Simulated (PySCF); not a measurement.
## Working out the ionisation energy of Pt⁺

Pt⁺ [Xe] 4f14 5d9 (2D) → Pt²⁺ [Xe] 4f14 5d8 (3F). Calculation: PySCF 2.14, in def2-TZVP with the def2 core potential (60 electrons) (6s4p3d1f, 40 functions); scalar relativity through the core potential. Frozen: 5s2 5p6. Energies in hartree (1 hartree = 27.21139 eV):

| part | Pt⁺ (lower) | Pt²⁺ (upper) |
| --- | --- | --- |
| UHF | -118.119237 | -117.497273 |
| MP2 opposite-spin | -0.123356 | -0.085850 |
| MP2 same-spin | -0.065608 | -0.048382 |

**Question.** What does Hartree-Fock give?

**Answer.** (-117.497273) − (-118.119237) = 0.621964 hartree = 16.925 eV.

**Question.** What do MP2 and SCS-MP2 (6/5 opposite-spin, 1/3 same-spin) give?

**Answer.** The opposite-spin parts differ by 1.021 eV and the same-spin parts by 0.469 eV. MP2: 16.925 + (1.021) + (0.469) = 18.415 eV. SCS-MP2: 16.925 + 1.2 × (1.021) + (0.469)/3 = 18.307 eV.

Reference: 18.56 ± 0.12 eV (measured; NIST Atomic Spectra Database, ionization energies), between the lowest levels; spin-orbit coupling is absent from the calculation.

What remains against the reference includes basis incompleteness, the frozen core and correlation beyond second order.
